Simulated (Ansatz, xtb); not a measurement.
System: AgF, charge -1, multiplicity 2. The spin state was set by rule; other spins were not relaxed. 
Structure (B3LYP-D3(BJ)/def2-TZVP (Ansatz, an electronic-structure program) minimum search):
```xyz
2

Ag     0.0000     0.0000    -0.3433
F      0.0000     0.0000     1.7930
```
Charge -1, spin multiplicity 2.

Harmonic wavenumbers from GFN2-xTB (xtb, at its own minimum), cm⁻¹: 207.

**Question.** Give the harmonic wavenumbers at B3LYP-D3(BJ)/def2-TZVP (Ansatz, finite differences of forces, unscaled).

**Answer.** 351 cm⁻¹. Zero-point energy 0.5 kcal/mol.

**Question.** From these and the geometry, give the ideal-gas thermochemistry at 298.15 K and 1 atm (rigid rotor, harmonic oscillator).

**Answer.** Point group C∞v, rotational symmetry number 1. Rotational constants 6.855, 6.855 GHz. S(trans) 40.43, S(rot) 15.52, S(vib) 1.16, S(elec, spin only) 1.38, S 58.5 cal/(mol K). H(298) - H(0) 2.30 kcal/mol; G - E(el) -14.6 kcal/mol.
